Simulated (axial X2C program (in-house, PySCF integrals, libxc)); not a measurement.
## Low determinants of NiH at the PBE0 level, two-component

Calculated with an in-house relativistic program for diatomic molecules. Two-component (2c) means X2C with spin–orbit coupling and atomic mean-field two-electron Coulomb and Gaunt terms. Basis: Ni dyall-cv3z [9s9p6d3f2g], H dyall-v3z [6s2p1d] (cores contracted in-house); Gaussian nuclei, density fitting, unrestricted open shells. Masses: Ni 57.935 u, H 1.008 u.

Search at 1.420 Å (vertical energies from the lowest determinant):

```csv
ΔE (eV),state,electrons beyond evenly filled partner blocks,"electrons in ±ω = 1/2, 3/2, 5/2, 7/2"
0.00,Ω = 5/2,ω = 5/2,20 8 1 0
0.14,Ω = 3/2,ω = 3/2,20 7 2 0
0.19,Ω = 1/2,ω = 1/2,19 8 2 0
1.44,Ω = 7/2,"2 × ω = 1/2, ω = 5/2",20 8 1 0
1.60,Ω = 1/2,"2 × ω = -1/2, ω = 3/2",20 7 2 0
1.98,Ω = 5/2,"2 × ω = 1/2, ω = 3/2",20 7 2 0
2.17,Ω = 3/2,"2 × ω = -1/2, ω = 5/2",20 8 1 0
```

Lowest determinant, Ω = 5/2 (⟨Sz⟩ = 0.50, ⟨Lz⟩ = 2.00 at PBE0): Re = 1.454 Å, ωe = 2000.5 cm⁻¹.

The determinant in row 2 of the search, Ω = 3/2 (⟨Sz⟩ = -0.47, ⟨Lz⟩ = 1.97 at PBE0), was followed along the bond at PBE0; measured from the minimum of the lowest determinant it gives:

Te = 0.139 eV (1121 cm⁻¹), Re = 1.455 Å, ωe = 1992.9 cm⁻¹.

**Question.** Compare the bond of the determinant in row 2 with that of the lowest one.

**Answer.** At PBE0 its Re is 0.001 Å longer and its force constant, which goes as ωe², is 0.99 times that of the lowest determinant. T0 ≈ Te + Δωe/2 = 1121 + (-4) = 1117 cm⁻¹.

The search compares states at one distance, so a state with another bond length can lie lower; it is not exhaustive and yields mostly the lowest determinant of each block pattern, so other components and higher states of one pattern are missing. These are energies of single determinants, not of spin-adapted states; PBE0 term energies can be off by some tenths of an eV, and the functional has no current term. The lowest determinant need not be the ground state where others lie within half an eV.
